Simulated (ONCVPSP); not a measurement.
# Pseudopotential generation for Gd (Z = 64): ONCV, PBEsol, scalar-relativistic.

The input file (ONCVPSP 4.0.1):

```
# ATOM AND REFERENCE CONFIGURATION
# atsym  z   nc   nv     iexc    psfile
  Gd 64.00   10    3  -116133      upf
#
#   n    l    f
    1    0    2.00
    2    0    2.00
    2    1    6.00
    3    0    2.00
    3    1    6.00
    3    2   10.00
    4    0    2.00
    4    1    6.00
    4    2   10.00
    5    0    2.00
    4    3    7.00
    5    1    6.00
    5    2    1.00
#
# PSEUDOPOTENTIAL AND OPTIMIZATION
# lmax
    3
#
#   l,   rc,      ep,       ncon, nbas, qcut
    0    2.75    0.37    4    8    2.10
    1    2.55    0.00    5   10    4.50
    2    2.15    0.00    4    7    5.00
    3    1.20    0.00    3    8   13.20
#
# LOCAL POTENTIAL
# lloc, lpopt,  rc(5),   dvloc0
    4    5    0.95    0.00
#
# VANDERBILT-KLEINMAN-BYLANDER PROJECTORs
# l, nproj, debl
    0    1    3.90
    1    1    2.00
    2    2    2.10
    3    1    3.40
#
# MODEL CORE CHARGE
# icmod, fcfact, rcfact
    3    6.00    1.55
#
# LOG DERIVATIVE ANALYSIS
# epsh1, epsh2, depsh
   -3.00    5.00    0.02
#
# OUTPUT GRID
# rlmax, drl
    6.00    0.01
#
# TEST CONFIGURATIONS
# ncnf
    4
# nvcnf
#   n    l    f
    4
    4    3    7.00
    5    1    6.00
    5    2    1.00
    6    0    2.00
#
    4
    4    3    7.00
    5    1    6.00
    5    2    1.00
    6    0    1.00
#
    3
    4    3    7.00
    5    1    6.00
    5    2    0.00
#
    4
    4    3    7.00
    5    1    6.00
    5    2    2.00
    6    0    1.00
#
```

Command:

```bash
oncvpsp.x < Gd.dat > Gd.out
```

Resulting log (shortened: citation, most of the input echo, consistency checks and plot data are left out):

```
ONCVPSP  (Optimized Norm-Conservinng Vanderbilt PSeudopotential)
scalar-relativistic version 4.0.1

#   n    l    f        energy (Ha)
    1    0    2.00    -1.8410643E+03
    2    0    2.00    -3.0441909E+02
    2    1    6.00    -2.7097975E+02
    3    0    2.00    -6.7872875E+01
    3    1    6.00    -5.7515565E+01
    3    2   10.00    -4.3839592E+01
    4    0    2.00    -1.4066570E+01
    4    1    6.00    -1.0652179E+01
    4    2   10.00    -5.9303726E+00
    5    0    2.00    -2.3352518E+00
    4    3    7.00    -8.2668839E-01
    5    1    6.00    -1.5066404E+00
    5    2    1.00    -5.5634277E-01

Reference configufation results
  iterations    29
  all-electron total energy (Ha)   -1.12665878D+04

Begin loop to  construct optimized pseudo wave functions
and semi-local pseudopoentials for all angular momenta

WARNING wellstate: moderately localized bound state found for n= 6 l=  0
WARNING scattering state with energy  0.05000000
WARNING will be used for the first projector

   Wellstate for l =  0  n =  7
     eigenvalue =   0.0500
     asymptotic potential =   0.5500
     half-point radius =  5.4288

Calculating optimized projector #   1

 for l=   0

    Fraction of norm inside rc  0.184983
    Optimizing pswf for qcut=   2.10 a_B^-1,  ecut=   2.21 Ha
    Residual kinetic energy error=  6.50D-03 Ha

    Energy error per electron        Cutoff
         Ha          eV             Ha
         0.01000     0.27211        2.13
         0.00100     0.02721        4.87
         0.00010     0.00272       16.63
         0.00001     0.00027       21.55

Calculating optimized projector #   1

 for l=   1

    Fraction of norm inside rc  0.951573
    Optimizing pswf for qcut=   4.50 a_B^-1,  ecut=  10.12 Ha
    Residual kinetic energy error=  3.32D-06 Ha

    Energy error per electron        Cutoff
         Ha          eV             Ha
         0.01000     0.27211        5.44
         0.00100     0.02721        7.04
         0.00010     0.00272        8.44
         0.00001     0.00027        9.56

   Wellstate for l =  2  n =  7
     eigenvalue =   1.5437
     asymptotic potential =   2.0437
     half-point radius =  3.9264

Calculating optimized projector #   1

 for l=   2

    Fraction of norm inside rc  0.476027
    Optimizing pswf for qcut=   5.00 a_B^-1,  ecut=  12.51 Ha
    Residual kinetic energy error=  6.90D-06 Ha

    Energy error per electron        Cutoff
         Ha          eV             Ha
         0.01000     0.27211        6.38
         0.00100     0.02721        8.63
         0.00010     0.00272       10.63
         0.00001     0.00027       12.24

Calculating optimized projector #   2

 for l=   2

    Fraction of norm inside rc  0.101275
    Optimizing pswf for qcut=   5.00 a_B^-1,  ecut=  12.51 Ha
    Residual kinetic energy error=  6.19D-05 Ha

    Energy error per electron        Cutoff
         Ha          eV             Ha
         0.01000     0.27211        7.48
         0.00100     0.02721       10.01
         0.00010     0.00272       12.07
         0.00001     0.00027       18.58

Calculating optimized projector #   1

 for l=   3

    Fraction of norm inside rc  0.815172
    Optimizing pswf for qcut=  13.21 a_B^-1,  ecut=  87.26 Ha
    Residual kinetic energy error=  4.66D-05 Ha

    Energy error per electron        Cutoff
         Ha          eV             Ha
         0.01000     0.27211       68.23
         0.00100     0.02721       77.06
         0.00010     0.00272       84.12
         0.00001     0.00027      218.95

Construct Vanderbilt / Kleinmman-Bylander projectors

B matrix Hermiticity error, ll=   2
   1   2   -1.3795E-04

  Orthonormal projector coefficients  7.6332E+00  5.5919E-01

Model core correction analysis
  based on d2Exc/dn_idn_j

d2excae - all-electron derivatives

   -2.026436D-02   -9.455064D-03   -4.251907D-03
   -9.454879D-03   -2.284401D-02   -1.596749D-02
   -4.251663D-03   -1.596656D-02   -2.589173D-02

d2excps - pseudofunction derivatives with no core correction

   -4.990358D-02   -1.677779D-02   -5.510850D-03
   -1.677787D-02   -2.617843D-02   -1.795678D-02
   -5.510554D-03   -1.795543D-02   -2.790896D-02

rms 2nd derivative error    1.060399E-02

rmatch, rhocmatch    0.9657    9.7184

Teter function model core charge with specified parameters

d2excps - pseudofunction derivatives with core correction

   -2.863638D-02   -1.053086D-02   -4.200691D-03
   -1.053077D-02   -1.959083D-02   -1.579955D-02
   -4.200378D-03   -1.579822D-02   -2.707576D-02

rms 2nd derivative error    3.063268E-03

Pseudoatom total energy  -84.723985

Diagnostic tests using Vanderbilt-Kleinman-Bylander pseudopotentials
  1 or more projectors used as specified by nproj input data

   l    rcore       rmatch      e in        delta e   norm test  slope test

   0   2.7509257   2.8344498   0.0500000   0.0000020   1.0000017   1.0000017

   1   2.5603722   2.6381106  -1.5066404  -0.0000001   0.9999993   0.9999985

   2   2.1525917   2.2179490  -0.5563428   0.0000010   1.0000384   1.0000448
   2   2.1525917   2.2179490   1.5436572   0.0000206   1.0002659   1.0002659

   3   1.2049181   1.2415020  -0.8266884  -0.0001405   0.9999738   0.9998414

 Testing for bound ghosts
   n   l    E NL Schr. Eq   E Basis Diag.   E Cutoff

       0                      -17.907289     25.10  WARNING - GHOST(-)
       0                       -3.450864     25.10  WARNING - GHOST(-)
       0                       -0.554337     25.10  WARNING - GHOST(-)
       0                       -0.143364     25.10  WARNING - GHOST(-)

       1                       -2.429752     60.61  WARNING - GHOST(-)
   2   1       -1.506641       -1.506637     60.61

   3   2       -0.556342       -0.554410     55.55

   4   3       -0.826829       -0.824483    204.15

 Testing for highly-localized positive-energy ghosts
       l    <radius>/rc     E Basis Diag.   E Cutoff

Test configuration 0

   n   l     f        eae           eps        diff
   1   0  2.0000-1841.06429095
   2   0  2.0000 -304.41909003
   2   1  6.0000 -270.97975132
   3   0  2.0000  -67.87287463
   3   1  6.0000  -57.51556492
   3   2 10.0000  -43.83959172
   4   0  2.0000  -14.06657003
   4   1  6.0000  -10.65217943
   4   2 10.0000   -5.93037262
   5   0  2.0000   -2.33525183
   4   3  7.0000   -0.82668839   -0.82682889   -1.40D-04
   5   1  6.0000   -1.50664037   -1.50664051   -1.38D-07
   5   2  1.0000   -0.55634277   -0.55634182    9.52D-07

    Total energies and differences
      AE_ref= -1.12665878D+04  AE_tst= -1.12665878D+04  dif=  0.00D+00
      PS_ref= -8.47239854D+01  PS_tst= -8.47239854D+01  dif= -5.68D-13
      PSP excitation error=  5.68D-13

Test configuration 1

psatom: WARNING lschvkbb convergence error n,l,iter=   1   0   2
ea(ii),et,emin,emax -5.465331E-01 -6.011864E-01 -6.011864E-01 -6.011864E-01
run_config: WARNING for fully non-local PS atom, stg. 2
 WARNING no output for configuration 2

Test configuration 2

psatom: WARNING lschvkbb convergence error n,l,iter=   1   0   2
ea(ii),et,emin,emax -5.465331E-01 -6.011864E-01 -6.011864E-01 -6.011864E-01
run_config: WARNING for fully non-local PS atom, stg. 2
 WARNING no output for configuration 3

Test configuration 3

   n   l     f        eae           eps        diff
   1   0  2.0000-1841.48125583
   2   0  2.0000 -304.83811028
   2   1  6.0000 -271.39885983
   3   0  2.0000  -68.28726683
   3   1  6.0000  -57.93001612
   3   2 10.0000  -44.25480413
   4   0  2.0000  -14.48092876
   4   1  6.0000  -11.06690527
   4   2 10.0000   -6.34576070
   5   0  2.0000   -2.74646710
   4   3  7.0000   -1.24011664   -1.23972059    3.96D-04
   5   1  6.0000   -1.90659129   -1.90729629   -7.05D-04

    Total energies and differences
      AE_ref= -1.12665878D+04  AE_tst= -1.12658604D+04  dif=  7.27D-01
      PS_ref= -8.47239854D+01  PS_tst= -8.39966039D+01  dif=  7.27D-01
      PSP excitation error= -2.15D-05

Test configuration 4

psatom: WARNING lschvkbb convergence error n,l,iter=   1   0   2
ea(ii),et,emin,emax -3.077987E-01 -3.385785E-01 -3.385785E-01 -3.385785E-01
run_config: WARNING for fully non-local PS atom, stg. 2
 WARNING no output for configuration 5
```

Note: ghosts flagged at negative energy: s at -487.3 eV, p at -66.1 eV (a further GHOST(-) flag falls on a real empty level of the atom); no localised positive-energy state flagged. A true bound ghost makes a file unfit for plane-wave use.

The run took about 3.6 s on one core of a shared server CPU.
